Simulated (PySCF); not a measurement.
## Löwdin shares of the frontier orbitals

AuCl3(PH3) (singlet state).
Z-matrix (Å and degrees, PBE0-D3(BJ)/def2-SVP geometry), rows numbered from 1:
```
Au
Cl  1  2.3252
Cl  1  2.2960  2   93.86
Cl  1  2.3083  2  173.57  3  -178.38
P   1  2.3098  2   83.07  3   179.79
H   5  1.4106  1  114.18  2    57.93
H   5  1.4108  1  113.96  2   -60.16
H   5  1.4127  1  116.28  2   179.05
```

Level of theory: TDDFT CAM-B3LYP/def2-SVPD, vertical, gas phase, core orbitals frozen in the response, def2 core potentials past Kr in PySCF. Spin–orbit coupling is left out.

Frontier orbitals with the atoms that hold most of them (Löwdin shares over 4%, at most four atoms; ? is withheld):

| orbital | ε (eV) | atoms |
| --- | --- | --- |
| LUMO+2 | -0.08 | P5 29%, H6 16%, H7 15%, Au1 15% |
| LUMO+1 | -0.31 | P5 42%, Au1 20%, H7 11%, H6 11% |
| LUMO | ? | ? |
| HOMO | -9.38 | Cl3 82%, Cl4 8%, Cl2 7% |
| HOMO-1 | -9.55 | ? |
| HOMO-2 | -9.84 | Cl4 44%, Cl2 40%, Au1 15% |
| HOMO-3 | -9.95 | Cl4 73%, Cl3 10%, Au1 10%, P5 5% |

Question: Which atoms hold the LUMO, and with what shares?

Answer: Au1 (bonded to 3 Cl and P) 37%; Cl4 (bonded to Au) 16%; Cl2 (bonded to Au) 16%; Cl3 (bonded to Au) 14%. By element: chlorine 47%, gold 37%.

Question: Give the leading atoms of the HOMO-1.

Answer: Cl3 (bonded to Au) 83%; Au1 (bonded to 3 Cl and P) 7%; Cl4 (bonded to Au) 7%. By element: chlorine 90% or more, gold 7%.

Question: What is the LUMO energy, and the HOMO–LUMO gap?

Answer: ε(LUMO) = -3.26 eV; the gap is 6.12 eV (0.2248 hartree).

Question: How does S1 compare with the orbital gap of 6.12 eV?

Answer: S1 is at 2.84 eV (f = 0.0097), 3.28 eV below the gap, made of HOMO→LUMO (94%). Without the coupling terms of the response equations the lowest excitation would equal the gap.

Question: One configuration dominates each of S1, S2 and S3. Which, and how do the shares of the two leading atoms of either orbital change from the occupied to the empty one?

Answer: 
- S1 (2.84 eV, f 0.0097), HOMO→LUMO (94%): Cl3 82% → 14%, Cl4 8% → 16%, Au1 at most 4% → 37%; the Löwdin share of gold is at most 4% in HOMO and 37% in LUMO
- S2 (2.90 eV, f 0.0001), HOMO-1→LUMO (96%): Cl3 83% → 14%, Au1 7% → 37%, Cl4 7% → 16%; the Löwdin share of gold is 7% in HOMO-1 and 37% in LUMO
- S3 (3.02 eV, f 0.0000), HOMO-2→LUMO (96%): Cl4 44% → 16%, Cl2 40% → 16%, Au1 15% → 37%; the Löwdin share of gold is 15% in HOMO-2 and 37% in LUMO

Löwdin shares depend on the basis, the more so with diffuse functions.
